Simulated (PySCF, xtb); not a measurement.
Cd(H)(SH) (CdH2S), SMILES [SH][CdH].

GFN2-xTB (xtb) at its own geometry gives an orbital gap of 3.74 eV and a dipole moment of 3.77 D.

Geometry: PBE0-D3(BJ)/def2-TZVP. The def2 effective core potentials stand for the cores of Cd; spin–orbit coupling is left out.

Question: What does PBE/def2-TZVPD in PySCF give? (Estimate from the structure and the level; the computed values follow.)

Answer: gap 4.40 eV (levels -5.97 and -1.57 eV), dipole 1.43 D.
